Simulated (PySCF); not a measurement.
# Energy and ionisation energy along a bond of BFHN

All numbers below are calculated, not measured. They come from PySCF 2.14.0, an open-source quantum chemistry program, on an isolated molecule that a program drew, which may never have been made. The molecule is BFHN (charge 0, singlet), drawn as the SMILES string `N=BF`.

The structure below is the HF double-zeta minimum with every atom moved a little at random, so it isn't optimised. Bond N1-B2 is then set to each length in the table by shifting atoms 2, 3 along it, with nothing else relaxed.
```xyz
4
BFHN, angstrom
N     0.0129   -0.3304    0.2335
B    -0.9025   -0.0618   -0.4485
F    -1.9258    0.0952   -1.2745
H     0.7938   -0.4524    0.8436
```

E is the energy above the same method's energy at the HF double-zeta minimum. IE is the energy to remove one electron at fixed geometry, to the doublet state of charge +1, as a difference of total energies. The basis family is cc-pVnZ, with UHF for radicals and no spin-orbit coupling. Best is HF at quadruple zeta, plus MP2 correlation extrapolated from triple and quadruple zeta, plus CCSD(T) minus MP2 at triple zeta, with a frozen core. The other columns are at triple zeta.

| bond (Å) | E r2SCAN (kcal/mol) | E B3LYP (kcal/mol) | E CCSD(T) (kcal/mol) | E best (kcal/mol) | IE r2SCAN (eV) | IE B3LYP (eV) | IE CCSD(T) (eV) | IE best (eV) | T1 |
|---|---|---|---|---|---|---|---|---|---|
| 1.1727 | 5.32 | 4.98 | 5.65 | 5.32 | 11.521 | 11.700 | 11.716 | 11.916 | 0.012 |
| 1.3437 | ? | ? | ? | ? | ? | ? | ? | ? | ? |
| 1.3617 | 13.22 | 13.79 | 11.83 | 12.89 | 10.515 | 10.685 | 10.700 | 10.912 | 0.017 |
| 1.4127 | 23.55 | 24.31 | 21.75 | 23.02 | 10.274 | 10.442 | 10.467 | 10.682 | 0.018 |
| 1.4437 | 30.76 | 31.62 | 28.71 | 30.08 | 10.134 | 10.300 | 10.332 | 10.549 | 0.019 |

T1 is the CCSD diagnostic of the starting molecule.

**Estimate the best E and IE at 1.3437 Å from the other rows.**

A cubic in the inverse of the bond length through the other values of E best gives 9.86 kcal/mol there. A least-squares quadratic in the bond length through IE best gives 10.998 eV. The calculation gives 9.86 kcal/mol and 10.997 eV, so the fits miss by 0.00 kcal/mol and 0.001 eV. The same recipe one zeta lower moves these two values by 0.95 kcal/mol and 0.08 eV, a gauge of their own error. The rest of the row: E is 10.13 (r2SCAN), 10.63 (B3LYP), 8.90 (CCSD(T)); IE is 10.603 (r2SCAN), 10.773 (B3LYP), 10.787 (CCSD(T)); T1 is 0.016.
